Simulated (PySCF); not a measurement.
# C8H11N: core ionisation energies

Species: C8H11N.
Atom-mapped SMILES: `[N:1]#[C:2][C@@H:3]1[CH2:4][C@@H:5]2[CH2:6][CH2:7][C@H:8]1[CH2:9]2`

Level of theory: PySCF, delta-SCF UKS SCAN, pcX-2 on the ionised atom, pcseg-1 elsewhere, spin-free X2C. Vertical ΔSCF values, vacuum level as zero.

**Question.** What binding energy does each computed site have?

**Answer.** 
| atom(s) | bonded to | level | binding energy (eV) | above the level's lowest (eV) | count |
| --- | --- | --- | --- | --- | --- |
| N1 | C (triple bond) | N 1s | 404.62 | 0.00 | 1 |
| C2 | N (triple bond) and C | C 1s | 291.91 | +1.32 | 1 |
| C3 | 3 C and H | C 1s | 291.79 | +1.20 | 1 |
| C8 | 3 C and H | C 1s | 290.90 | +0.31 | 1 |
| C4 | 2 C and 2 H | C 1s | 290.88 | +0.29 | 1 |
| C5 | 3 C and H | C 1s | 290.76 | +0.17 | 1 |
| C9 | 2 C and 2 H | C 1s | 290.70 | +0.11 | 1 |
| C6 | 2 C and 2 H | C 1s | 290.59 | 0.00 | 1 |
| C7 | 2 C and 2 H | C 1s | 290.59 | 0.00 | 1 |

The listed C 1s values span 1.32 eV, from C7 (bonded to 2 C and 2 H) to C2 (bonded to N (triple bond) and C). The widest gap between neighbouring values is 0.89 eV, between 290.90 and 291.79 eV. Summing the Pauling electronegativity differences to the bonded atoms, each weighted by its formal bond order, gives -0.70 for the lowest site and +1.47 for the highest; no listed site has a larger sum than the highest. The values 290.59 and 290.59 eV; the values 290.88 and 290.90 eV lie too close for their order to be trusted.

**Question.** What is the longest wavelength that can ionise C 1s of C8 vertically?

**Answer.** λ = hc/E = 12398.42 eV Å / 290.90 eV = 42.621 Å.

Geometry: PBE0-D3(BJ)/def2-SVP; no solvent, vibrations or thermal averaging.

On an Arm Neoverse V1 with one thread, on a shared host, this took 3.7 min of wall time.
